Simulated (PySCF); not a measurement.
Compound: C₃H₁₁FSi₂.
Atom-mapped SMILES: `[CH3:1][C@@H:2]([CH2:3][F:4])[SiH2:5][SiH3:6]` (hydrogens: H7, H8, H9 on C1; H10 on C2; H11, H12 on C3; H13, H14 on Si5; H15, H16, H17 on Si6)

The same species was optimised twice, with GFN2-xTB and with PBE0-D3(BJ)/def2-SVP (PySCF), and the same property calculations (PySCF, gas phase) were run on both structures.

| coordinate | GFN2-xTB | PBE0-D3(BJ)/def2-SVP | change |
| --- | --- | --- | --- |
| Si5–Si6 (Å) | 2.311 | 2.346 | +0.035 |
| C2–Si5 (Å) | 1.923 | 1.912 | -0.011 |
| C2–C3 (Å) | 1.518 | 1.515 | -0.003 |
| C1–C2 (Å) | 1.525 | 1.527 | +0.002 |
| C3–F4 (Å) | 1.380 | 1.382 | +0.002 |
| C2–Si5–Si6 (°) | 113.4 | 111.6 | -1.8 |
| C1–C2–C3 (°) | 110.4 | 111.9 | +1.5 |
| C2–C3–F4 (°) | 110.9 | 110.3 | -0.6 |
| C3–C2–Si5 (°) | 111.0 | 111.2 | +0.2 |
| C1–C2–Si5 (°) | 111.6 | 111.7 | +0.1 |
| C1–C2–C3–F4 (°) | 69 | 66 | -3 |
| C1–C2–Si5–Si6 (°) | -56 | -67 | -11 |

Rotational constants: A = 2707, B = 1517, C = 1298 MHz (GFN2-xTB) against A = 2650, B = 1571, C = 1293 MHz (PBE0-D3(BJ)/def2-SVP). Point groups within 0.08 Å: C1 and C1.

On the GFN2-xTB structure: lowest singlet, TDDFT (eV) 7.00 [B3LYP/def2-SVPD]; lowest triplet, Tamm–Dancoff (eV) 6.28 [B3LYP/def2-SVPD]; isotropic polarisability (au) 95.5 [B3LYP/def2-SVPD]; HOMO (eV) -8.00 [B3LYP/def2-SVPD]; LUMO (eV) -0.15 [B3LYP/def2-SVPD]; dipole (D) 1.87 [B3LYP/def2-SVPD]; HOMO (eV) -8.24 [PBE0/pcSseg-1]; LUMO (eV) 0.11 [PBE0/pcSseg-1]; dipole (D) 1.91 [PBE0/pcSseg-1]; GIAO shielding of C1 (ppm) 169.6 [PBE0/pcSseg-1]; GIAO shielding of C2 (ppm) 161.8 [PBE0/pcSseg-1]; GIAO shielding of C3 (ppm) 95.1 [PBE0/pcSseg-1]; GIAO shielding of F4 (ppm) 418.8 [PBE0/pcSseg-1]; GIAO shielding of Si5 (ppm) 418.8 [PBE0/pcSseg-1]; GIAO shielding of Si6 (ppm) 468.8 [PBE0/pcSseg-1].

What do these properties become on the PBE0-D3(BJ)/def2-SVP structure?

```tsv
property	level	on GFN2-xTB	on PBE0-D3(BJ)/def2-SVP	change
lowest singlet, TDDFT (eV)	B3LYP/def2-SVPD	7.00	6.83	-0.17
lowest triplet, Tamm–Dancoff (eV)	B3LYP/def2-SVPD	6.28	6.17	-0.11
isotropic polarisability (au)	B3LYP/def2-SVPD	95.5	97.8	+2.3
HOMO (eV)	B3LYP/def2-SVPD	-8.00	-7.74	+0.26
LUMO (eV)	B3LYP/def2-SVPD	-0.15	-0.05	+0.10
dipole (D)	B3LYP/def2-SVPD	1.87	2.20	+0.33
energy, GFN2-xTB geometry as zero (kcal/mol)	B3LYP/def2-SVPD	0.0	-2.5	-2.5
HOMO (eV)	PBE0/pcSseg-1	-8.24	-7.99	+0.25
LUMO (eV)	PBE0/pcSseg-1	0.11	0.31	+0.20
dipole (D)	PBE0/pcSseg-1	1.91	2.24	+0.33
energy, GFN2-xTB geometry as zero (kcal/mol)	PBE0/pcSseg-1	0.0	-2.3	-2.3
GIAO shielding of C1 (ppm)	PBE0/pcSseg-1	169.6	168.4	-1.2
GIAO shielding of C2 (ppm)	PBE0/pcSseg-1	161.8	163.4	+1.6
GIAO shielding of C3 (ppm)	PBE0/pcSseg-1	95.1	96.2	+1.1
GIAO shielding of F4 (ppm)	PBE0/pcSseg-1	418.8	417.9	-0.9
GIAO shielding of Si5 (ppm)	PBE0/pcSseg-1	418.8	412.8	-6.0
GIAO shielding of Si6 (ppm)	PBE0/pcSseg-1	468.8	460.2	-8.6
```

The heavy atoms differ by 0.092 Å rms after alignment. Among bonds between heavy atoms Si5–Si6 changes most (+0.035 Å). Changes are differences of the printed values. Neither structure is proved a minimum here.

Shape of the structure used: `[CH3:1][C@@H:2]([CH2:3][F:4])[SiH2:5][SiH3:6]`: C1–C2–C3–F4 66°, C1–C2–Si5–Si6 -67°.
